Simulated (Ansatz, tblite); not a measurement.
Cost and result up the ladder for the cluster Hg2TeCl2 (the lowest singlet isomer of a short search) (5 atoms). Charge 0, multiplicity 1. Geometry: r2SCAN-D4/def2-SVP.

Cartesian coordinates in Å:
```
Hg 0.5649 1.5597 0.8778
Hg -0.0189 -1.5987 -0.9840
Te 2.1031 -0.1548 -0.3973
Cl -1.8776 -2.8920 -1.5097
Cl -0.7715 3.0858 2.0132
```

Ansatz on 4 threads of Intel Xeon 6975P-C on a shared host; xTB runs through tblite on one thread. Times are rough, summed over both states, and most runs start from the orbitals of an earlier one. PBE0-D4/def2-TZVP serves as the yardstick here, not as an exact answer. Differences are given only for rows in sets of like size (and for xTB, whose basis is part of the method), since another set adds its own error. The other state is a doublet.

In the def2 sets Hg, Te take a core potential; there is no spin–orbit coupling. The xTB rows come from tblite. Correlated methods freeze 14 core orbitals; core or outer-core shells of Hg, Te are correlated, in sets that lack core-valence functions. The rows differ in basis, and correlated rows in double-zeta sets carry the largest basis error. The structure comes from a short search, and lower isomers may exist.

Correlated methods converge slowly with the basis, most of all in double-zeta sets.

Raw xTB energies of ions are shifted by several eV.

```csv
level,functions,wall time,vertical IE (eV),difference from PBE0-D4/def2-TZVP (eV)
GFN1-xTB,35,0.01 s,14.45,5.57
GFN2-xTB,35,0.019 s,14.25,5.37
PBE-D4/def2-TZVP (with forces),210,4 s,8.67,-0.21
HF/def2-TZVP,210,5.6 s,7.96,-0.92
PBE0-D4/def2-TZVP,210,7.1 s,8.88,0.00
CCSD(T)/def2-SVP,126,95 s,8.56,–
```
